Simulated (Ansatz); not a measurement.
`C[SiH](O)O` at its PBE0-D4/def2-TZVP geometry, where that method's forces vanish. Total charge 0; spin multiplicity 1.

```xyz
10

C     0.9504   -0.7834   -0.7012
Si   -0.3074    0.3443    0.0445
O    -1.7002   -0.5224    0.1155
O     0.1533    0.8174    1.5556
H     1.9046   -0.2682   -0.8329
H     0.6171   -1.1487   -1.6751
H     1.1146   -1.6465   -0.0512
H    -0.5045    1.5874   -0.7593
H    -2.4405   -0.1384    0.5865
H     0.2126    1.7585    1.7177
```

**Question.** What forces (eV/Å) does r2SCAN-D4/def2-TZVPP give on these atoms in Ansatz? (An estimate is asked.)

**Answer.** The calculation gave: 
```
C1  -0.023  0.025  0.006
Si2  0.018  0.061 -0.064
O3  -0.016 -0.058 -0.009
O4   0.021 -0.012  0.046
H5  -0.015 -0.027 -0.003
H6   0.021 -0.004  0.020
H7   0.005  0.010 -0.019
H8   0.010 -0.025  0.001
H9  -0.024  0.011  0.010
H10  0.004  0.019  0.013
```
